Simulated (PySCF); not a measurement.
1-hydroxyboretane (C₃H₇BO), SMILES OB1CCC1.

Geometry: PBE0-D3(BJ)/def2-SVP. One conformer was computed; it need not be the lowest.

Computed with PBE0-D3(BJ)/def2-SVP (PySCF 2.14.0).

Harmonic, unscaled wavenumbers; measured fundamentals usually lie a few per cent lower.

| mode | ν (cm⁻¹) | IR (km/mol) | moving atoms (share of kinetic energy) |
|---|---|---|---|
| 1 | 91 | 0.4 | H 42 %, C 37 %, O 15 % |
| 2 | 309 | 2.3 | H 57 %, B 29 % |
| 3 | 363 | 9.5 | C 32 %, H 29 %, O 26 %, B 13 % |
| 4 | 506 | 33.1 | H 84 %, C 12 % |
| 5 | 592 | 0.7 | O 31 %, C 30 %, B 21 %, H 17 % |
| 6 | 667 | 71.2 | H 81 %, C 11 % |
| 7 | 711 | 12.7 | H 70 %, C 20 % |
| 8 | 831 | 10.2 | H 50 %, C 48 % |
| 9 | 903 | 55.8 | H 57 %, C 20 %, B 20 % |
| 10 | 922 | 3.7 | H 95 % |
| 11 | 934 | 14.8 | C 47 %, H 34 %, B 15 % |
| 12 | 959 | 25.8 | C 57 %, H 40 % |
| 13 | 983 | 9.4 | C 48 %, H 36 %, B 15 % |
| 14 | 1106 | 9.4 | H 66 %, C 32 % |
| 15 | 1152 | 38.4 | H 53 %, C 37 %, B 8 % |
| 16 | 1162 | 63.9 | H 53 %, B 22 %, C 18 % |
| 17 | 1202 | 6.7 | H 71 %, C 27 % |
| 18 | 1230 | 7.3 | H 90 %, C 8 % |
| 19 | 1289 | 52.9 | H 49 %, C 33 %, B 17 % |
| 20 | 1389 | 25.5 | H 89 %, C 11 % |
| 21 | 1400 | 13.6 | H 85 %, C 8 % |
| 22 | 1458 | 46.7 | H 81 %, B 9 % |
| 23 | 1510 | 312.9 | B 57 %, H 19 %, O 15 %, C 9 % |
| 24 | 3068 | 32.9 | H 95 % |
| 25 | 3072 | 19.8 | H 94 % |
| 26 | 3080 | 2.2 | H 94 % |
| 27 | 3127 | 3.5 | H 90 %, C 10 % |
| 28 | 3140 | 20.4 | H 90 %, C 10 % |
| 29 | 3150 | 18.4 | H 91 %, C 9 % |
| 30 | 3891 | 75.3 | H 94 % |
